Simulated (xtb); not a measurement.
W(NH)(S)(NH2)2 (H₅N₃SW), SMILES [NH]=[W]([NH2])([NH2])=[S], multiplicity 1. All values are semi-empirical tight-binding results from xtb (GFN2-xTB unless named), good for trends rather than for accurate numbers. The structure is a stationary point at GFN2-xTB. The multiplicity is an assumed one; no other spin state was optimised. The structure was generated by enumeration; whether it is a known compound was not checked. The values are those of a single conformer.

For metal compounds this method's bond lengths and energies can be far off.

Computed properties:
```json
{
  "point_group_as_xtb_finds_it": "Cs",
  "orbital_gap": "2.42 eV",
  "zero_point_energy": "37.3 kcal/mol",
  "G − E(el) at 298.15 K (modified RRHO)": "16.1 kcal/mol"
}
```
